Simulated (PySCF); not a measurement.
Compound: C4H9FOSi.
Numbering: `[CH3:1][C@@H:2]1[CH2:3][C@H:4]([F:5])[SiH2:6][O:7]1` (hydrogens: H8, H9, H10 on C1; H11 on C2; H12, H13 on C3; H14 on C4; H15, H16 on Si6)

Computed with PySCF, PBE0-D3(BJ)/def2-SVP geometry optimisation, gas phase.

Task: Give the optimised bond lengths and angles.

Result: 
| bond | length (pm) |
| --- | --- |
| C1–C2 | 151.1 |
| C2–C3 | 153.2 |
| C3–C4 | 152.5 |
| C4–F5 | 138.0 |
| C4–Si6 | 191.3 |
| Si6–O7 | 167.8 |
| C2–O7 | 142.7 |
| C1–H8, C1–H9, C1–H10 | 110.0 |
| C2–H11 | 110.9 |
| C3–H12 | 110.4 |
| C3–H13 | 110.2 |
| C4–H14 | 110.6 |
| Si6–H15 | 149.0 |
| Si6–H16 | 149.2 |

Bonds in one row agree within 1 pm and their mean is given. A selection of angles:
| angle | degrees |
| --- | --- |
| C2–C1–H8 | 110.8 |
| C2–C1–H9 | 110.1 |
| H8–C1–H9 | 108.6 |
| H9–C1–H10 | 108.3 |
| C1–C2–C3 | 113.8 |
| C1–C2–O7 | 109.2 |
| C1–C2–H11 | 108.7 |
| C3–C2–O7 | 108.1 |
| C3–C2–H11 | 108.7 |
| O7–C2–H11 | 108.1 |
| C2–C3–C4 | 108.2 |
| C2–C3–H12 | 109.0 |
| C2–C3–H13 | 111.6 |
| C4–C3–H12 | 107.5 |
| C4–C3–H13 | 112.8 |
| H12–C3–H13 | 107.6 |
| C3–C4–F5 | 111.7 |
| C3–C4–Si6 | 100.5 |
| C3–C4–H14 | 110.4 |
| F5–C4–Si6 | 115.3 |
| F5–C4–H14 | 107.9 |
| Si6–C4–H14 | 111.0 |
| C4–Si6–O7 | 94.8 |
| C4–Si6–H15 | 113.5 |
| C4–Si6–H16 | 114.6 |
| O7–Si6–H15 | 111.9 |
| O7–Si6–H16 | 111.7 |
| H15–Si6–H16 | 109.6 |
| C2–O7–Si6 | 113.1 |

Torsions: C1–C2–C3–C4 -163° (antiperiplanar); C2–C3–C4–F5 158° (antiperiplanar); C3–C4–Si6–O7 -19° (synperiplanar); C4–Si6–O7–C2 -4° (synperiplanar); C1–C2–O7–Si6 151° (antiperiplanar).

Of the pairs four or more bonds apart, H10···H12 is among the closest relative to their van der Waals radii: 2.49 Å, 104 % of the sum of Bondi's values. Si6 (oxygen-bound silicon) has angles from 94.8° to 114.6°. The C–C distances run from 1.511 Å (C1–C2, drawn single) to 1.532 Å (C2–C3, drawn single), a spread of 0.021 Å. The 5-membered ring C2–C3–C4–Si6–O7 has internal angles of 94.8° to 113.1° (sum 525°, against 540° for a flat polygon); it is puckered, 0.17 Å rms from its mean plane, widest ring torsion 42°.

Point group: C1 (no symmetry element, even within 0.4 Å). No PBE0-D3(BJ)/def2-SVP frequencies stand behind this structure, so it isn't proved a minimum. The numbers are those of one conformer.
